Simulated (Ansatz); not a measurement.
Born–Oppenheimer molecular dynamics of Cl2H4O2Zr (9 atoms, charge 0, multiplicity 1). It starts at the highest image of a converged band, a first-order saddle point between two minima.

Computed with Ansatz 0.2.0, RKS LDA/def2-SVP.

```yaml
ensemble: NVE (velocity Verlet)
time_step: 0.5 fs
steps_asked: 200
starting_velocities_drawn_for: 300 K
seed: 10624
```

First frame:

```xyz
9
Properties=species:S:1:pos:R:3
Zr -0.376 -0.036 0.114
Cl -0.045 0.830 2.323
O 1.392 -0.410 -0.413
H 2.280 -0.398 -0.802
O -0.947 1.503 -0.808
H -1.020 2.290 -1.370
Cl -1.596 -1.751 -1.028
H -1.760 -1.509 1.358
H -1.475 -1.047 1.948
```

Q: How far do the bonds stretch over the last three quarters of this one trajectory? (Pairs bonded in most of those frames.)

A: 
```
   bond  mean (Å)  spread (Å)  shortest  longest
Zr1–Cl2     2.376       0.051      2.31     2.47
 Zr1–O3     1.893       0.009      1.87     1.91
 Zr1–O5     1.889       0.036      1.83     1.95
Zr1–Cl7     2.397       0.032      2.34     2.43
 Zr1–H8     2.448       0.081      2.36     2.56
 Zr1–H9     2.460       0.093      2.35     2.59
  O3–H4     0.973       0.011      0.96     0.99
  O5–H6     0.972       0.004      0.96     0.98
  H8–H9     0.799       0.013      0.78     0.82
```

Pairs bonded in part of these frames only: Zr1–H9 82 %.

Mean temperature of the second half: 218 K. The conserved energy stayed within 0.05 meV per atom of its start (net change 0.023 meV per atom), so the integration is sound. A run of 0.1 ps of so small a system gives no equilibrium averages. The orbitals stay closed-shell, which can raise the energy where a bond breaks towards radicals; this wasn't checked here.

The run took 2.7 min on 4 threads of Arm Neoverse V2, with other jobs on the host, peak memory 0.16 GiB.
